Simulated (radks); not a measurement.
The numbers below are computed, except where a source is named.
Charge is removed step by step from the 4s down level of Ge+, starting from [Ar] 3d10 4s(up 1, down 1) 4p1. Code: a radial shooting solver on a logarithmic mesh with Libxc functionals. Model: scalar-relativistic Kohn-Sham, PBE, spin-polarised, spherical densities, finite nucleus; open shells are filled with parallel spins first; Fermi nuclear charge, rms radius 4.0742 fm.

removed (e),E - E(0) (eV),eigenvalue (eV),E minus straight line (eV)
0,0.000,-19.320,0.000
0.25,5.115,-21.613,-0.883
0.5,10.810,-23.959,-1.187
0.75,17.099,-26.371,-0.896
1,23.993,-28.725,0.000

Removing the whole electron costs 23.993 eV by Delta-SCF, against 19.320 eV from minus the eigenvalue at the starting occupation. Slater's transition state (half an electron removed) gives 23.959 eV. Integrating minus the eigenvalue over the occupation (Janak's theorem) gives 23.991 eV. In this scalar-relativistic scheme the density is built from large components alone, so the theorem holds only approximately. The mean slope of the eigenvalue, de/dn, is 9.40 eV per electron.
